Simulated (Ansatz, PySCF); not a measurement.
Pair of molecules: CH4 (SMILES C) (first 5 atoms) with CH3Br (SMILES CBr); geometry from B3LYP-D3(BJ)/def2-TZVP.
(charge 0, multiplicity 1):
```xyz
10

C      0.0542     0.0564     0.1627
H     -0.1256    -0.5714     1.0342
H     -0.5792     0.9418     0.2129
H      1.1014     0.3571     0.1370
H     -0.1808    -0.5020    -0.7425
C      0.5789     1.2241     3.7731
Br    -0.0738    -0.5656     4.2224
H      0.6147     1.2964     2.6921
H      1.5660     1.3322     4.2087
H     -0.1167     1.9420     4.1932
```

Basis-set superposition error: the interaction energy with monomers in their own basis, and in the dimer's basis (counterpoise).

The values were computed with Ansatz (Gaussian basis) for Hartree–Fock, density functionals and correlated methods; PySCF for 6-31G* rows, M06-2X. Each number belongs to the level named beside it.

```csv
level,uncorrected (meV),counterpoise (meV),difference
HF/aug-cc-pVDZ,10.7,26.5,15.8
r2SCAN/def2-TZVPPD,-27.7,-25.1,2.6
B3LYP/def2-TZVPPD,9.7,12.5,2.8
PBE0/def2-TZVPPD,-16.5,-14.2,2.3
M06-2X/def2-TZVPPD,-40.0,-37.1,2.9
CAM-B3LYP/def2-TZVPPD,-11.7,-8.7,3.0
wB97X-V/def2-TZVPPD,-46.6,-44.2,2.4
MP2/6-31G*,-27.6,-5.1,22.5
CCSD/aug-cc-pVDZ,-70.4,-25.5,44.9
CCSD(T)/aug-cc-pVDZ,-81.9,-33.5,48.3
```

The error is largest for CCSD(T)/aug-cc-pVDZ (48.3 meV) and smallest for PBE0/def2-TZVPPD (2.3 meV).

Ansatz is an electronic-structure program.
